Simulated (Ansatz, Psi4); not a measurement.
Here is a job for Psi4.
```
memory 2 GB

molecule mol {
0 2
  C     0.001157    0.010032    0.110390
  C     0.013887    0.120383    1.324638
  C    -0.012957   -0.112321   -1.235932
  H     0.024832    0.215262    2.368646
  H     0.902258   -0.245552   -1.783665
  H    -0.939613   -0.078273   -1.779558
}

set basis cc-pvdz
set reference uks
set scf_type pk
set puream true
set d_convergence 1e-8
set dft_radial_points 99
set dft_spherical_points 590

energy('b97m-v')
print_variables()
```

Q: Write the same job for Ansatz (a program for electronic structure).

A: Several could match; the one computed here: 
Ansatz 0.2 input:
```yaml
crystal:
  periodic: [false, false, false]
  atoms:
    - {symbol: C, position_ang: [0.00115726, 0.01003220, 0.11038988]}
    - {symbol: C, position_ang: [0.01388675, 0.12038277, 1.32463807]}
    - {symbol: C, position_ang: [-0.01295680, -0.11232118, -1.23593195]}
    - {symbol: H, position_ang: [0.02483153, 0.21526197, 2.36864642]}
    - {symbol: H, position_ang: [0.90225786, -0.24555186, -1.78366465]}
    - {symbol: H, position_ang: [-0.93961264, -0.07827287, -1.77955781]}
basis:
  gaussian:
    orbitals: cc-pVDZ
hamiltonian:
  xc: {name: B97M-V}
magnetization: {spin_polarized: true, initial_magnetization: 1}
accuracy: high
```

Both were run: Psi4 gave -116.011205 Eh and Ansatz -116.011204 Eh, 0.001 mEh apart.
